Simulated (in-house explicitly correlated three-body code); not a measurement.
Computed with an exponentially correlated three-body code. Model: two electrons around a point charge, non-relativistic, variational in 260 exponentially correlated functions (energies converged to about 1e-7 hartree, or 1e-8 relative for large Z).

For two electrons in a singlet the Kohn-Sham orbital is the square root of half the density, so the exact Kohn-Sham potential and energy parts follow from the density alone, and exchange is minus half the Hartree energy. The Kohn-Sham level equals minus the binding energy of the second electron.

Command:
```bash
python run_hyl.py task.json out
```
Settings (lengths in bohr, energies in hartree):
```
Z                      3.36
interaction_strength   1
functions              260
states_tried           13
```

Cost of the run: 15 s on 1 thread of AMD EPYC 9R45 96-Core Processor (Zen 5) (shared host).

**Converged states only, values per electron or pair.**

Given: nuclear charge 3.36.

| term | mean r (bohr) | mean r squared (bohr²) | mean inverse r (1/bohr) | mean r12 (bohr) | mean inverse r12 (1/bohr) | mean cosine | mean p1 dot p2 (bohr⁻²) | delta r1 (bohr⁻³) | delta r12 (bohr⁻³) |
| --- | --- | --- | --- | --- | --- | --- | --- | --- | --- |
| 1 1S | 0.50341 | 0.34381 | 3.0478 | 0.7553 | 1.7919 | -0.039076 | 0.33622 | 9.8658 | 0.81273 |
| 2 3S | 1.3034 | 2.8516 | 2.0057 | 2.2277 | 0.5307 | -0.011642 | 0.021339 | 6.4479 | - |
| 2 1S | 1.4179 | 3.4589 | 1.9845 | 2.4403 | 0.55846 | -0.014126 | 0.026129 | 6.3851 | 0.10488 |
| 2 3P | 1.2192 | 2.5275 | 1.9861 | 2.0778 | 0.59318 | -0.057962 | -0.43131 | 5.9509 | - |
| 2 1P | 1.3005 | 2.9135 | 1.9713 | 2.1979 | 0.58346 | 0.015323 | 0.36575 | 6.0515 | 0.017793 |
| 3 3S | 2.7931 | 15.13 | 1.8197 | 5.167 | 0.24769 | -0.0035294 | 0.0059379 | 6.149 | - |
| 3 1S | ? | ? | ? | ? | ? | ? | ? | ? | ? |
| 3 3P | 2.7773 | 15.184 | 1.8143 | 5.1401 | 0.26252 | -0.015293 | -0.10899 | 6.0145 | - |
| 3 1P | 2.8965 | 16.594 | 1.8101 | 5.3675 | 0.26095 | 0.0042046 | 0.10528 | 6.0405 | 0.0060103 |
| 4 3S | 4.9183 | 49.726 | 1.7573 | 9.405 | 0.14188 | -0.0014759 | 0.0024213 | 6.0826 | - |
| 4 1S | ? | ? | ? | ? | ? | ? | ? | ? | ? |
| 4 3P | 4.9705 | 51.285 | 1.7551 | 9.5111 | 0.14756 | -0.0061755 | -0.043321 | 6.0281 | - |
| 4 1P | 5.1289 | 54.722 | 1.7533 | 9.8235 | 0.14706 | 0.0017157 | 0.043862 | 6.0384 | 0.0026418 |

Problem. What belongs in the row 3 1S?

Solution. mean r (bohr): 2.9648; mean r squared (bohr²): 17.209; mean inverse r (1/bohr): 1.814; mean r12 (bohr): 5.5064; mean inverse r12 (1/bohr): 0.2544; mean cosine: -0.0044304; mean p1 dot p2 (bohr⁻²): 0.0077072; delta r1 (bohr⁻³): 6.1365; delta r12 (bohr⁻³): 0.03072.

Problem. What belongs in the row 4 1S?

Solution. mean r (bohr): 5.1488; mean r squared (bohr²): 54.728; mean inverse r (1/bohr): 1.755; mean r12 (bohr): 9.8642; mean inverse r12 (1/bohr): 0.14442; mean cosine: -0.0018902; mean p1 dot p2 (bohr⁻²): 0.00323; delta r1 (bohr⁻³): 6.0781; delta r12 (bohr⁻³): 0.012821.

**Electric-dipole lines between converged S and P states, rate of the upper state's decay.**

| s state | p state | p minus s (eV) | oscillator strength from s | rate (1/s) |
| --- | --- | --- | --- | --- |
| 1 1S | 2 1P | 81.988 | 0.49712 | 4.8334e+10 |
| 1 1S | 3 1P | 92.336 | 0.11785 | 1.4534e+10 |
| 1 1S | 4 1P | 95.977 | 0.046191 | 6.1542e+09 |
| 2 1S | 2 1P | 1.5511 | 0.18394 | 6.4007e+06 |
| 2 1S | 3 1P | ? | ? | ? |
| 2 1S | 4 1P | 15.539 | 0.076962 | 2.688e+08 |
| 3 1S | 2 1P | -9.9033 | -0.086801 | 3.694e+08 |
| 3 1S | 3 1P | 0.44434 | 0.31521 | 900160 |
| 3 1S | 4 1P | 4.0849 | 0.29023 | 7.0049e+07 |
| 4 1S | 2 1P | -13.803 | -0.017503 | 1.447e+08 |
| 4 1S | 3 1P | -3.4556 | -0.18924 | 9.8055e+07 |
| 4 1S | 4 1P | 0.18503 | 0.43653 | 216160 |
| 2 3S | 2 3P | 2.6457 | 0.26561 | 2.6892e+07 |
| 2 3S | 3 3P | 13.853 | 0.21519 | 5.9729e+08 |
| 2 3S | 4 3P | ? | ? | ? |
| 3 3S | 2 3P | -10.513 | -0.10384 | 4.98e+08 |
| 3 3S | 3 3P | 0.69396 | 0.44275 | 3.084e+06 |
| 3 3S | 4 3P | 4.5433 | 0.21983 | 6.5632e+07 |
| 4 3S | 2 3P | -14.777 | -0.019598 | 1.8569e+08 |
| 4 3S | 3 3P | -3.57 | -0.22824 | 1.2622e+08 |
| 4 3S | 4 3P | 0.2794 | 0.60797 | 686440 |

Problem. What belongs in the row 2 1S 3 1P?

Solution. p minus s (eV): 11.899; oscillator strength from s: 0.27834; rate (1/s): 5.6999e+08.

Problem. What belongs in the row 2 3S 4 3P?

Solution. p minus s (eV): 17.702; oscillator strength from s: 0.063736; rate (1/s): 2.8888e+08.

**Exact Kohn-Sham parts of the ground state from its density.**

Computed: total energy -9.34478936 hartree; Kohn-Sham kinetic 9.3043 hartree; exchange energy -1.8763 hartree; DFT correlation energy -0.043837 hartree; kinetic part of the DFT correlation energy 0.040533 hartree; potential part of the DFT correlation energy -0.084369 hartree; exact minus restricted Hartree-Fock -0.043825 hartree; Kohn-Sham level -100.68 eV; restricted Hartree-Fock level -101.01 eV; dipole polarisability 0.11438 bohr³.

Problem. What is the Hartree energy?

Solution. 3.7526 hartree.

Problem. What is the C6 of two such species?

Solution. 0.036054 hartree·bohr⁶.

**Functionals on the exact density and self-consistent, errors are functional minus exact, hybrids only self-consistent, a dash where a self-consistent run leaves the top level unbound.**

| result | exchange error (millihartree) | correlation error (millihartree) | functional driven error (millihartree) | density driven error (millihartree) | self consistent total error (millihartree) | top level plus exact binding (eV) |
| --- | --- | --- | --- | --- | --- | --- |
| LDA PW92 | 263.01 | -96.969 | 166.04 | -2.1503 | 163.89 | 18.589 |
| OLYP | 5.343 | -4.4089 | 0.93416 | -1.4573 | -0.52311 | 17.278 |
| M06-L | ? | ? | ? | ? | ? | ? |
| r2SCAN0 | - | - | - | - | -0.53288 | 11.598 |
| PBE | 30.377 | -1.4521 | 28.925 | -1.1708 | 27.754 | 17.54 |
| revTPSS | -3.5686 | -5.0465 | -8.6151 | -0.19182 | -8.8069 | 16.005 |
| r2SCAN | -4.5021 | 2.9815 | -1.5206 | -0.29865 | -1.8192 | 15.761 |
| wB97X | - | - | - | - | -11.906 | 10.792 |
| PBE0 | - | - | - | - | 20.808 | 12.887 |
| PW91 | 24.691 | -7.9082 | 16.783 | -1.2089 | 15.574 | 17.326 |
| BP86 | 8.1287 | -2.5101 | 5.6187 | -0.74011 | 4.8786 | 17.367 |
| LDA VWN5 | 263.01 | -97.681 | 165.32 | -2.1413 | 163.18 | 18.578 |
| BLYP | ? | ? | ? | ? | ? | ? |
| RPBE | -1.5311 | -1.4521 | -2.9832 | -1.2569 | -4.2401 | 17.368 |
| PBEsol | 112.13 | -13.622 | 98.512 | -1.2078 | 97.304 | 18.225 |
| TPSS | -4.1087 | -2.3987 | -6.5073 | -0.30562 | -6.813 | 16.297 |
| SCAN | -4.5021 | 2.9815 | -1.5206 | -0.29865 | -1.8192 | 15.761 |
| B3LYP VWN-RPA | - | - | - | - | -3.6804 | 13.404 |
| AM05 | 202.6 | -78.895 | 123.7 | -1.4417 | 122.26 | 18.524 |
| HSE06 | - | - | - | - | 18.467 | 13.287 |

Problem. What belongs in the row M06-L?

Solution. exchange error (millihartree): -21.288; correlation error (millihartree): -2.8355; functional driven error (millihartree): -24.124; density driven error (millihartree): -2.2798; self consistent total error (millihartree): -26.404; top level plus exact binding (eV): 15.578.

Problem. What belongs in the row BLYP?

Solution. exchange error (millihartree): 8.1287; correlation error (millihartree): -4.4089; functional driven error (millihartree): 3.7199; density driven error (millihartree): -1.4945; self consistent total error (millihartree): 2.2254; top level plus exact binding (eV): 17.191.

The density-driven part is never positive, since each functional's own density lowers its energy. Here it is small beside the functional-driven part (median ratio 0.072), the normal case. The correlation energy of density-functional theory lies 0.012 millihartree below exact minus Hartree-Fock, because the Hartree-Fock density, unlike the exact one, minimises the Hartree-Fock energy.
